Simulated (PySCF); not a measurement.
## Electric field gradients and quadrupole coupling constants

Species: C4H8F2O2.
Z-matrix (Å and degrees, GFN2-xTB geometry), rows numbered from 1:
```
C 
O   1  1.4236
C   2  1.3673  1  117.27
F   3  1.4066  2  107.96  1   -61.69
C   3  1.5409  2  116.58  1    58.74
F   5  1.3643  3  112.34  2   -66.96
O   3  1.3604  2  110.58  1   179.37
C   7  1.4299  3  115.61  2    51.40
H   1  1.0910  2  110.97  3    47.00
H   1  1.0918  2  111.23  3   -75.37
H   1  1.0875  2  105.11  3   165.78
H   5  1.0924  3  108.21  2   173.91
H   5  1.0930  3  109.00  2    53.06
H   8  1.0903  7  110.59  3   -65.07
H   8  1.0864  7  105.01  3   175.66
H   8  1.0915  7  110.43  3    56.85
```

Field gradients from the PBE0/pcSseg-1 density (PySCF, non-relativistic), principal values in atomic units, ordered |Vxx| ≤ |Vyy| ≤ |Vzz|:

| atom | Vxx | Vyy | Vzz |
| --- | --- | --- | --- |
| O2 | -0.1017 | -1.8744 | 1.9761 |
| O7 | -0.1256 | -1.8591 | 1.9847 |

**Question.** Find the asymmetry η = (Vxx − Vyy)/Vzz and the couplings χ = eQV/h (234.96 MHz × Q in barn × V in au), with Q(17O) = −0.0256 b.

**Answer.** 
```json
{"atom": "O2", "environment": "ether oxygen", "nucleus": "17O", "η": "0.90", "χzz (MHz)": "-11.89", "χxx (MHz)": "0.61", "χyy (MHz)": "11.27"}
{"atom": "O7", "environment": "ether oxygen", "nucleus": "17O", "η": "0.87", "χzz (MHz)": "-11.94", "χxx (MHz)": "0.76", "χyy (MHz)": "11.18"}
```

**Question.** What is Vzz at O2 in SI units (1 au = 9.71736 × 10²¹ V/m²)?

**Answer.** 1.9761 au = 19.203 × 10²¹ V/m².

**Question.** What couplings would deuterons (Q(2H) = 0.00286 b) have in place of the hydrogens, at this geometry?

**Answer.** 
| atom | bonded to | bond length (Å) | Vzz (au) | η | χzz (kHz) |
| --- | --- | --- | --- | --- | --- |
| H9 | C1 | 1.091 | 0.2949 | 0.09 | 198 |
| H10 | C1 | 1.092 | 0.2958 | 0.10 | 199 |
| H11 | C1 | 1.087 | 0.3065 | 0.08 | 206 |
| H12 | C5 | 1.092 | 0.2894 | 0.07 | 195 |
| H13 | C5 | 1.093 | 0.2890 | 0.07 | 194 |
| H14 | C8 | 1.090 | 0.2986 | 0.08 | 201 |
| H15 | C8 | 1.086 | 0.3088 | 0.08 | 208 |
| H16 | C8 | 1.091 | 0.2958 | 0.08 | 199 |

One conformer (not necessarily the lowest) at the GFN2-xTB geometry, without solvent, vibrations or thermal averaging. GFN2-xTB bond lengths can be off by several hundredths of an ångström, more for odd bonds, and the gradients follow them. The small basis limits the accuracy of the gradients.
